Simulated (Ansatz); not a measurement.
Coupled-cluster diagnostics for Ge3⁺ (the lowest doublet isomer of a short search), Ansatz.

Geometry of the doublet (PBE0-D4/def2-TZVP):

```xyz
3

Ge    0.759    0.627   -0.904
Ge   -0.728   -1.205   -0.459
Ge   -0.031    0.578    1.363
```

Correlated methods freeze 27 core orbitals; core or outer-core shells of Ge are correlated, in sets that lack core-valence functions. In CCSD on the charge 1 doublet the largest single amplitude is 0.19, so its Hartree–Fock determinant may place the open shell otherwise than the density functionals do. The geometry of the doublet was relaxed on an unsound state (⟨S²⟩ 1.32, where a pure state has 0.75). The structure comes from a short search, and lower isomers may exist.

Geometry of the charge 1 quartet (PBE0-D4/def2-TZVP):

```xyz
3

Ge   -1.084    0.119   -0.918
Ge   -0.259   -0.212    1.385
Ge    1.343    0.093   -0.467
```

Problem. Estimate the CCSD(T) correlation energy, the shares of MP2 and (T), T1 and the reference's ⟨S²⟩ for: charge 1, doublet, own geometry in def2-TZVPP; charge 1, quartet, own geometry in def2-TZVPP; and the rough time on 4 threads of Arm Neoverse V1 on a shared host.

Solution. 
| state | basis | correlation (eV) | MP2 share (%) | (T) share (%) | T1 | ⟨S²⟩ (pure) | wall time | remarks |
| --- | --- | --- | --- | --- | --- | --- | --- | --- |
| charge 1, doublet, own geometry | def2-TZVPP | -18.189 | 94.1 | 5.2 | 0.036 | 1.77 (0.75) | 39 s | spin-contaminated (⟨S²⟩ 1.77) |
| charge 1, quartet, own geometry | def2-TZVPP | -18.152 | 95.8 | 5.2 | 0.014 | 3.80 (3.75) | 19 s | – |
Customary marks for T1 are 0.02 (closed shells), 0.045 (open shells) and about 0.05 (3d metals). T1 exceeds 0.02 in 1 of 2 rows and 0.045 in 0; the higher it lies, the less the single-reference result can be trusted.
